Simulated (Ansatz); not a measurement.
The same path of CH6AlF2N (11 atoms, charge 0, multiplicity 1) was run twice with different band settings. Lost on the way: Al1–H2, H5–N6. Made: H2–H5.

Computed with RKS PBE/def2-SVP (Ansatz).

Relaxed end points:

```xyz
11
Properties=species:S:1:pos:R:3
Al -0.984 0.965 0.863
H -0.657 2.506 0.608
F -2.154 0.222 -0.119
F -0.943 0.393 2.461
H 1.492 0.504 0.215
N 0.653 -0.096 0.227
C 0.494 -0.808 -1.063
H 0.798 -0.762 1.003
H -0.460 -1.366 -1.042
H 0.423 -0.064 -1.878
H 1.339 -1.495 -1.273
```

```xyz
11
Properties=species:S:1:pos:R:3
Al -0.927 0.461 0.873
H 0.185 2.466 0.732
F -2.047 1.149 -0.163
F -1.110 0.682 2.522
H 0.675 1.888 0.556
N 0.274 -0.693 0.256
C 0.478 -1.110 -1.124
H 0.892 -1.177 0.914
H 0.313 -2.202 -1.276
H -0.237 -0.585 -1.789
H 1.502 -0.879 -1.501
```

Common settings: movable images 5; climbing image yes; spring 5.0 eV/Å²; optimiser quadratic models (default); start path through a guess of the saddle point; iteration limit 60; end points relaxed.

| run | force threshold |
| --- | --- |
| 1 | 0.03 eV/Å |
| 2 | 0.2 eV/Å |

**Question.** What does each run give, and how far can it be trusted?

**Answer.** Run 1: converged after 13 iterations, highest image 1.379 eV above the first end. A vibrational analysis at the climbing image gives one clearly imaginary mode, 892i cm⁻¹: a first-order saddle point.
Run 2: converged after 7 iterations, highest image 1.384 eV above the first end. The threshold of 0.2 eV/Å is loose, so the images may lie well off the minimum-energy path. The order of the stationary point at the top wasn't checked.
The orbitals stay closed-shell, which can raise the energy where a bond breaks towards radicals; this wasn't checked here.
